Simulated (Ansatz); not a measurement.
Compare A (`N[Si](N)F`•) with its isomer B (`[NH][SiH](N)F`•).

Computed with Ansatz on PBE0-D4/def2-TZVP structures; ΔE is electronic, products minus reactants. CCSD(T)/CBS adds triple-zeta CCSD(T) − MP2 to the extrapolated MP2 energy (def2 sets, frozen cores). This one scheme is used for every species. Functionals use def2-TZVPP. B3LYP here is the variant with VWN-RPA as its local correlation; programs differ in this. No spin–orbit coupling; open shells (•) take unrestricted orbitals. Each species was taken in one conformer, which may not be the lowest.

Which is lower in electronic energy at CCSD(T)/CBS, and by how much? (An estimate is asked.)

The calculation gave: A, by 83.8 kJ/mol.

Give E(B) − E(A) in kJ/mol with CCSD(T)/def2-SVP, HF/def2-TZVPP, BLYP-D4, B3LYP-D4, LDA (SPW92), B3LYP, B2PLYP. (Best estimate.)

Ansatz gave: CCSD(T)/def2-SVP 71.7, HF/def2-TZVPP 34.9, BLYP-D4 79.3, B3LYP-D4 78.1, LDA (SPW92) 117.6, B3LYP 77.4, B2PLYP 81.4. None reverses the order clearly.

Does the order hold for the free energy at 298.15 K (harmonic terms from PBE0-D4)? (An estimate is asked.)

Ansatz gave: Yes: G(B) − G(A) = +69.6 kJ/mol, for one conformer each.

Largest T1 diagnostic: 0.013.

At CCSD(T), def2-SVP lies −12.1 kJ/mol from the extrapolated value and def2-TZVPP −5.8 kJ/mol. From BLYP to BHLYP (50 % exact exchange), in def2-TZVPP and without D4, E(B) − E(A) moves by −13.8 kJ/mol.
